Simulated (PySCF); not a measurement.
# Cu²⁶⁺ (copper, charge +26) across methods

[He] 2s1, 2S determinant. All numbers are calculated (PySCF 2.14, scalar relativity by spin-free X2C-1e, in an uncontracted even-tempered set (19 s from 7 bohr⁻², ratio 2.2; 8 p from 11 bohr⁻², ratio 2.4; 5 d from 33 bohr⁻², ratio 2.4; 5 f from 49 bohr⁻², ratio 2.4; 4 g from 74 bohr⁻², ratio 2.4)).

```json
{"method": "M06", "E (hartree)": "-927.312", "mean ε 1s α (eV)": "-10780.4", "mean ε 1s β (eV)": "-10771.6", "mean ε 2s α (eV)": "-2556.4", "Σ⟨r²⟩ (bohr²)": "0.06001", "⟨S²⟩": "0.750"}
{"method": "r2SCAN", "E (hartree)": "-927.283", "mean ε 1s α (eV)": "-10754.4", "mean ε 1s β (eV)": "-10746.8", "mean ε 2s α (eV)": "-2548.4", "Σ⟨r²⟩ (bohr²)": "0.06004", "⟨S²⟩": "0.750"}
{"method": "TPSSh", "E (hartree)": "-927.396", "mean ε 1s α (eV)": "-10765.6", "mean ε 1s β (eV)": "-10756.7", "mean ε 2s α (eV)": "-2551.8", "Σ⟨r²⟩ (bohr²)": "0.05998", "⟨S²⟩": "0.750"}
{"method": "UHF", "E (hartree)": "-927.25468", "mean ε 1s α (eV)": "-10927.6", "mean ε 1s β (eV)": "-10910.3", "mean ε 2s α (eV)": "-2587.9", "Σ⟨r²⟩ (bohr²)": "0.06003", "⟨S²⟩": "0.750"}
{"method": "PBE", "E (hartree)": "-927.084", "mean ε 1s α (eV)": "-10733.2", "mean ε 1s β (eV)": "-10724.8", "mean ε 2s α (eV)": "-2545.8", "Σ⟨r²⟩ (bohr²)": "0.06001", "⟨S²⟩": "0.750"}
{"method": "PBE0", "E (hartree)": "-927.141", "mean ε 1s α (eV)": "-10782.0", "mean ε 1s β (eV)": "-10771.4", "mean ε 2s α (eV)": "-2556.5", "Σ⟨r²⟩ (bohr²)": "0.06001", "⟨S²⟩": "0.750"}
```

Problem. Estimate the same row for LDA.

Solution. E (hartree) = -924.827; mean ε 1s α (eV) = -10711.2; mean ε 1s β (eV) = -10702.3; mean ε 2s α (eV) = -2541.3; Σ⟨r²⟩ (bohr²) = 0.06011; ⟨S²⟩ = 0.750.
